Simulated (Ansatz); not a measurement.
Calculated with Ansatz (gas phase, PBE0-D4/def2-TZVP geometries, no zero-point term in ΔE). CBS: MP2 limit from def2 TZ/QZ plus the TZ coupled-cluster correction, frozen cores. Functionals use def2-TZVPP. B3LYP here is the variant with VWN-RPA as its local correlation; programs differ in this. def2 core potentials past Kr. For Sn outer-core shells are correlated without core-valence functions, which leaves a few kJ/mol of doubt a bond. Each species was taken in one conformer, which may not be the lowest.

Consider the cleavage of the Si–Sn bond: `[NH2][SnH2][SiH2]O` + `N[SiH](O)Cl` → `O[SiH2]N[SiH](O)Cl` + `[NH2][SnH3]`.

```csv
level,ΔE (kJ/mol),difference from CCSD(T)/CBS
PBE-D4,-20.9,20.2
r2SCAN-D4,-37.8,3.3
PBE0-D4,-31.4,9.7
B3LYP-D4,-39.9,1.2
ωB97X-V,-45.5,-4.4
ωB97M-V,-46.3,-5.2
B2PLYP,-43.0,-1.9
PBE,-19.0,22.1
r2SCAN,-37.0,4.1
PBE0,-29.7,11.4
B3LYP,-37.1,4.0
HF/def2-TZVPP,-71.4,-30.3
MP2/def2-TZVPP,-47.7,-6.6
SCS-MP2/def2-TZVPP,-53.2,-12.1
CCSD/def2-TZVPP,-51.8,-10.7
CCSD(T)/def2-TZVPP,-48.4,-7.3
HF/def2-QZVPP,-72.8,-31.7
MP2/def2-QZVPP,-44.0,-2.9
SCS-MP2/def2-QZVPP,-49.8,-8.7
HF/CBS(def2),-73.0,-31.9
MP2/CBS(def2),-40.4,0.7
CCSD/CBS(def2),-44.5,-3.4
CCSD(T)/CBS,-41.1,0
```

Largest T1 diagnostic among the species: 0.013.

From PBE to PBE0 (25 % exact exchange), in def2-TZVPP and without D4, ΔE moves by −10.7 kJ/mol. In def2-TZVPP, CCSD(T) changes the Hartree–Fock value by +23.0 kJ/mol (the triples alone add +3.4 kJ/mol) and MP2 by +23.7 kJ/mol.
